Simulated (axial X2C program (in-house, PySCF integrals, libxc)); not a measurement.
**Nuclear properties of SnTe**

Calculated with an in-house all-electron X2C program for linear molecules (integrals from PySCF): two-component X2C with atomic mean-field Coulomb and Gaunt terms, Gaussian nuclei, basis Te dyall-cv3z, Sn dyall-cv3z with contracted cores.

R = 2.529 Å (near the PBE0 minimum at charge 0 of the determinant lowest at the starting distance; the state shown can have its own minimum elsewhere).

Determinant lowest in the PBE0 search, Ω = 0 (closed shell), highest spinor 70% Te p, 25% Sn p, 4% Sn d:

| level | qzz Te (a.u.) | qzz Sn (a.u.) | μ (D) |
| --- | --- | --- | --- |
| PBE0 | -0.15 | -5.99 | 2.43 |
| HF | 0.53 | -7.60 | 3.23 |
| PBE50 | 0.18 | -6.62 | 2.75 |
| LDA | -0.47 | -5.38 | 2.06 |
| B3LYP | -0.27 | -5.77 | 2.35 |

Determinant 1.87 eV from it at PBE0 and this distance, Ω = 1 (⟨Sz⟩ = 0.99, ⟨Lz⟩ = 0.01 at PBE0), spin on the atoms Te 0.49, Sn 0.51:

| level | Eeff magnitude (GV/cm) | Ws magnitude Te (kHz) | Ws magnitude Sn (kHz) | A∥/gI Te (MHz) | qzz Te (a.u.) | A∥/gI Sn (MHz) | qzz Sn (a.u.) | μ (D) |
| --- | --- | --- | --- | --- | --- | --- | --- | --- |
| PBE0 | 1.24 | 0.495 | 0.252 | 411 | -2.56 | -1080 | -2.85 | 0.10 |
| HF | 2.1 | 1.33 | 0.0511 | 497 | -2.36 | -1030 | -3.52 | 0.32 |
| PBE50 | 1.58 | 0.724 | 0.228 | 453 | -2.39 | -1080 | -3.07 | 0.22 |
| LDA | 1.15 | 0.227 | 0.461 | 429 | -2.77 | -1040 | -2.62 | -0.04 |
| B3LYP | 1.46 | 0.44 | 0.428 | 450 | -2.65 | -1010 | -2.76 | 0.11 |

Eeff is the effective electric field on the electron electric dipole moment in this Ω state and Ws the scalar–pseudoscalar constant of the nucleus named (defined with the proton number Z and per Ω); A∥ (defined per Ω) follows by multiplying with gI = μI/(I μN); qzz is the electric field gradient, eQq0 = 234.96 MHz × Q/barn × qzz; μ is positive if the Sn end (last atom) is positive. The operators were transformed with the bare-nucleus X2C matrices; with these basis sets, hyperfine constants and field gradients can be off by tens of per cent, and where levels differ in sign neither size nor sign is settled.

Each state is one determinant with collinear spin, which with several unpaired electrons need not be a pure state. Unrestricted Hartree–Fock can overshoot spin polarisation at the nuclei. A closed determinant beside an open π² or δ² triplet, such as (π1/2)², mixes with its partner pair into the 0⁺ component of the triplet and ¹Σ⁺, so its energy is not that of a level, and 0⁺ can lie lowest. With several open shells hyperfine constants can be off by a factor of several. Open-shell Ω = 0 determinants with evenly filled partner blocks cannot be reached by this program, so the Ω shown need not be the lowest component. The search compared states at one distance, so a state with another bond length can lie lower. The sign of Ws at Sn differs between levels in the second state. Further determinants of the search, some of them spin-mixed, are not shown. Where a field gradient or hyperfine factor spreads by more than a factor of two over the levels, a constant derived from it is not to be relied on. PBE0 term energies can be off by some tenths of an eV.
